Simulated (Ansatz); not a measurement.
Input file for C₂H₆AlFO, SMILES `CC(F)[O][AlH2]`:

```yaml
crystal:
  periodic: [false, false, false]
  atoms:
    - {symbol: C, position_ang: [-0.975756, 0.300391, 1.275397]}
    - {symbol: C, position_ang: [-0.667648, 0.391927, -0.195083]}
    - {symbol: F, position_ang: [0.020733, 1.583472, -0.422760]}
    - {symbol: O, position_ang: [0.081325, -0.656956, -0.633555]}
    - {symbol: Al, position_ang: [1.665080, -0.883216, -1.208912]}
    - {symbol: H, position_ang: [-1.525240, -0.619767, 1.478040]}
    - {symbol: H, position_ang: [-0.044206, 0.290778, 1.845010]}
    - {symbol: H, position_ang: [-1.578098, 1.153331, 1.590412]}
    - {symbol: H, position_ang: [-1.582029, 0.464027, -0.797727]}
    - {symbol: H, position_ang: [2.719440, 0.287838, -1.256906]}
    - {symbol: H, position_ang: [1.951799, -2.368824, -1.653318]}
basis:
  gaussian: {orbitals: def2-TZVPP}
correlation: {method: ccsd_t}
output: {orbitals: {seedname: orbitals}}
```

```sh
$ ansatz run in.yaml --threads 4 --pin off --events-out ev --progress --plain --max-ram 10444MiB
```

Log, shortened:

```
Functional definition: HF
1504 factors; integrals over basis functions are off by at most 1.7e-3 eV
mean field evaluation 1: about -13482.0602 eV, gradient 4.3e1 eV
mean field evaluation 2: about -13482.2826 eV, gradient 4.4e1 eV
mean field evaluation 4: about -13486.2542 eV, gradient 4.3e0 eV
mean field evaluation 8: about -13486.3226 eV, gradient 3.2e-1 eV
mean field -13486.32289961 eV, -495.6132252028 hartree, gradient 6.1e-6 eV, S^2 0.000000; 0 other end points of the search recorded, 0 dependent functions left out
9 core orbitals not correlated: weight in the atoms' cores, before any rotation towards them, 1.000 or more for the frozen orbitals, at most 0.000 for the correlated occupied ones
reference -13486.32289961 eV, -495.6132252028 hartree; 15, 15 occupied and 226, 226 virtual orbitals, 1504 factors
second order -24.69237640 eV of doubles, -0.00000000 eV of singles
cycle   1  -24.94515508 eV  change   -2.5e-1 eV  update   1.1e-1
cycle   2  -25.54526873 eV  change   -6.0e-1 eV  update   3.2e-2
cycle   3  -25.68946925 eV  change   -1.4e-1 eV  update   1.7e-2
cycle   4  -25.67341528 eV  change    1.6e-2 eV  update   4.0e-3
cycle   5  -25.67245108 eV  change    9.6e-4 eV  update   2.1e-3
cycle   6  -25.67381660 eV  change   -1.4e-3 eV  update   6.5e-4
cycle   7  -25.67346757 eV  change    3.5e-4 eV  update   2.7e-4
cycle   8  -25.67335441 eV  change    1.1e-4 eV  update   7.6e-5
cycle   9  -25.67338517 eV  change   -3.1e-5 eV  update   3.0e-5
cycle  10  -25.67339652 eV  change   -1.1e-5 eV  update   1.0e-5
perturbative correction -0.87953511 eV, -0.0323223193 hartree
Total energy: -13512.87583124 eV, -496.5890274420 hartree
```

It took 2.1 min on 4 threads of an Arm Neoverse V2 on a shared host, with 5.5 GiB of host memory at the peak.

The correlation energy is -26.553 eV, 3.3 % of it from (T); the T1 diagnostic reads 0.0123.
